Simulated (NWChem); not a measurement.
System: C2H3BFNO; SMILES FB1C=NCO1

Input file for NWChem:

```
start job
memory heap 200 mb stack 900 mb global 1100 mb
geometry units angstroms noautoz
  F      0.105754    -2.114871     0.000000
  B      0.075103    -0.785116     0.000000
  C      1.223809     0.292360     0.000000
  N      0.681418     1.472679     0.000000
  C     -0.749107     1.302858     0.000000
  O     -1.102533    -0.086220     0.000000
  H      2.325653     0.205042     0.000000
  H     -1.187203     1.791215     0.898664
  H     -1.187203     1.791215    -0.898664
end
basis spherical
  * library def2-svpd
end
dft
  xc xpbe96 cpbe96
  iterations 150
  vectors input atomic output neutral.movecs
end
task dft energy
charge 1
dft
  odft
  mult 2
  vectors input atomic output cation.movecs
end
task dft energy
charge -1
dft
  odft
  mult 2
  vectors input atomic output anion.movecs
end
task dft energy
```

All runs use the structure optimised with PBE-D3(BJ)/def2-SVP.

Ions are spin-unrestricted doublets at the neutral geometry; other ion states weren't tried.

Problem. Give the results of this calculation. (PBE/def2-SVPD, vertical spin-unrestricted ions.) Quantities: vertical ionisation energy, ΔSCF (eV); −ε(HOMO) (eV).

Solution. The vertical ionisation energy, ΔSCF (eV) is 10.35 and the −ε(HOMO) (eV) is 6.71.
